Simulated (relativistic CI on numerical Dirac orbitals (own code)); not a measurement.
**Radial parameters of Mn I**

Calculated at this level of theory: Dirac-Coulomb-Breit CI, KLI orbitals optimised for each configuration, model QED, valence Slater integrals scaled by 0.85, P86 correlation energy added to each configuration (own radial code, finite nucleus).

Slater integrals F^k, G^k are unscaled and averaged over j, outside the closed core [Ar]; ζ comes from projecting the Hamiltonian with its Breit term on Σ l·s of the shell.

- 3d5 4s2: F^2(3d,3d) = 77580, F^4(3d,3d) = 47946, ζ(3d) = 296.05 cm⁻¹; <r>(3d) = 1.204, <r^2>(3d) = 1.947 (bohr units).
- 3d6 4s: F^2(3d,3d) = 68972, F^4(3d,3d) = 42303, ζ(3d) = 256.86, G^2(3d,4s) = 11331 cm⁻¹; <r>(3d) = 1.343, <r^2>(3d) = 2.545, <r>(4s) = 3.324, <r^2>(4s) = 12.99 (bohr units).
- 3d5 4s 4p: F^2(3d,3d) = 78716, F^4(3d,3d) = 48701, ζ(3d) = 299.74, G^2(3d,4s) = 10541, F^2(3d,4p) = 10790, G^1(3d,4p) = 4839.9, G^3(3d,4p) = 3694.3, G^1(4s,4p) = 30629, ζ(4p) = 166.73 cm⁻¹; <r>(3d) = 1.187, <r^2>(3d) = 1.868, <r>(4s) = 3.067, <r^2>(4s) = 10.97, <r>(4p) = 4.438, <r^2>(4p) = 23.32 (bohr units).

Q: Give the Racah parameters of the d shell in 3d5 4s2.

A: B = F²/49 − 5F⁴/441 = 1040 cm⁻¹ and C = 35F⁴/441 = 3805 cm⁻¹; values fitted to spectra at such low charge are typically 15 to 30 % smaller.

In this model ζ of a weakly bound d, f or g electron outside closed shells comes out too small, for d by up to a factor of two or three and at times with the wrong sign; that of an outer p electron is too small as well.

For a near-neutral ion this model can misplace configurations by up to about 10,000 cm⁻¹ (more where the count of f electrons changes) and terms by 10 to 25 % of their spread. Rates follow the energies as ν³ (E1, M1) or ν⁵ (E2), so they and the lifetimes can be off by large factors. The fine structure of a lone outer electron comes out too small, for d and f at times inverted, and misplaced configurations move strength between like terms. 24 of the 35 excited levels that our extract of the measured tables holds in this range could be paired (the sources list more); they are missed by 5495 cm⁻¹ on average and 9481 at most, and levels without a partner can miss by more.

Averages of the first 10 configurations, taken without configuration mixing, which lowers the lowest level and can move excited configurations by several eV; other configurations of the list can lie among them:

| Configuration | Parity | States | Average energy above the lowest level (eV) |
| --- | --- | --- | --- |
| 3d5 4s2 | even | 252 | 5.7 |
| 3d6 4s | even | 420 | 6.4 |
| 3d5 4s 4p | odd | 3024 | 8.5 |
| 3d6 4p | odd | 1260 | 9.1 |
| 3d7 | even | 120 | 10.0 |
| 3d5 4s 4d | even | 5040 | 11.3 |
| 3d6 5s | even | 420 | 10.3 |
| 3d5 4s 5s | even | 1008 | 10.5 |
| 3d6 5p | odd | 1260 | 11.0 |
| 3d5 4s 5p | odd | 3024 | 11.3 |
